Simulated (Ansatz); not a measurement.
Job for Ansatz (a quantum-chemistry and plane-wave program): U-PBE/cc-pVTZ on iminoborane (SMILES B=N), a point of a bond scan (R = 2.042 Å).

Ansatz 0.2 input:
```yaml
crystal:
  periodic: [false, false, false]
  atoms:
    - {symbol: B, position_ang: [-0.00000000, -0.00000000, -0.69205561]}
    - {symbol: N, position_ang: [0.00000000, 0.00000000, 0.54091709]}
    - {symbol: H, position_ang: [0.00000000, 0.00000000, -2.73405121]}
    - {symbol: H, position_ang: [0.00000000, 0.00000000, 1.53276862]}
basis:
  gaussian:
    orbitals: cc-pVTZ
hamiltonian:
  xc: {name: PBE}
magnetization: {spin_polarized: true, initial_magnetization: 0}
```

What total energy does the run end on?

-80.6067 hartree.
